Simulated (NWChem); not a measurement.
Species: C3H3NS2; SMILES c1ncc(S)s1

```xyz
9

S     -0.0564     2.1576     0.0594
C     -0.1802     0.4100    -0.0211
C     -1.3294    -0.3442    -0.0069
N     -1.1607    -1.6932     0.0139
C      0.1016    -1.9985     0.0178
S      1.1869    -0.6565     0.0143
H      0.3345     2.3658    -1.2200
H     -2.3321     0.0878    -0.0126
H      0.4822    -3.0234     0.0165
```
Atoms are numbered in this order, from 1.

All runs: NWChem. Pople sets run with spherical d functions. The geometry was optimised at PBE0/def2-SVP.

Problem. Order these runs by computing time, cheapest first, and give rough ratios: B3LYP/6-31G*; B3LYP/STO-3G; B3LYP/6-311++G**.

Solution. B3LYP/STO-3G (1), B3LYP/6-31G* (4), B3LYP/6-311++G** (10). Ratios are rough, from one shared machine; the cheapest took around 2.7 core-seconds (rough). What differs between the cheapest and the dearest: highest occupied level (eV) -3.89 → -7.05; orbital gap (eV) 5.84 → 5.49; dipole (D) 2.40 → 1.62.
